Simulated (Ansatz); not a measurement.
Start from `[F][ZnH]` and change one atom or group to get `[F][Zn][Br]`.

Ansatz, PBE0-D4/def2-TZVP geometries, multiplicity 1. 

Scalar relativity is left out up to krypton.

```
                                      property  `[F][ZnH]`
size of the dipole moment (PBE/def2-TZVPP) / D        2.02
            LUMO energy (PBE0/def2-TZVPP) / eV       -0.49
           HOMO energy (B3LYP/def2-TZVPP) / eV       -9.53
         HOMO–LUMO gap (B3LYP/def2-TZVPP) / eV        8.66
       HOMO–LUMO gap (ωB97M-V/def2-TZVPP) / eV       12.83
           LUMO energy (B3LYP/def2-TZVPP) / eV       -0.87
```

Question: Give the same properties after the change, and the shifts. (An estimate is asked.)

Answer: Ansatz gave: 
```csv
property,`[F][Zn][Br]`,shift
size of the dipole moment (PBE/def2-TZVPP) / D,0.96,-1.06
LUMO energy (PBE0/def2-TZVPP) / eV,-1.85,-1.36
HOMO energy (B3LYP/def2-TZVPP) / eV,-8.63,0.90
HOMO–LUMO gap (B3LYP/def2-TZVPP) / eV,6.41,-2.25
HOMO–LUMO gap (ωB97M-V/def2-TZVPP) / eV,11.03,-1.80
LUMO energy (B3LYP/def2-TZVPP) / eV,-2.22,-1.35
```

With PBE0 the HOMO rises by 0.79 eV and the LUMO falls by 1.36 eV, so the gap narrows by about 2.15 eV. PBE moves the HOMO by 0.64 eV and ωB97M-V by 0.86 eV. Dipoles are sizes alone; their direction can turn.

B3LYP here is the variant with VWN-RPA as its local correlation; programs differ in this.

Spin–orbit coupling is left out; it splits and shifts lone-pair levels of the heavy atoms by tenths of an eV.
